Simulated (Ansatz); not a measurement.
A structure relaxed at PBE-D4/def2-SVP in Ansatz, charge 1, doublet:

```xyz
6

As   -0.6234    1.7840    2.3122
Sb    1.0725    0.6776    0.3692
Sb   -0.4331    0.8346   -2.0658
Sb   -0.6063   -1.6577   -0.6746
Sb   -1.1971   -0.5959    2.2186
Sb    1.7872   -1.0425   -2.1596
```

(1) Give its formula.

(2) Summarise the bond lengths by kind (pairs closer than 1.2 times the sum of covalent radii, bridged metal pairs left out).

Results:

(1) the cluster Sb5As⁺.

(2) 8 × Sb–Sb 2.86 to 3.19 Å; 2 × As–Sb 2.45 to 2.81 Å.

In the def2 sets Sb takes a core potential; there is no spin–orbit coupling. The structure comes from a short search, and lower isomers may exist.
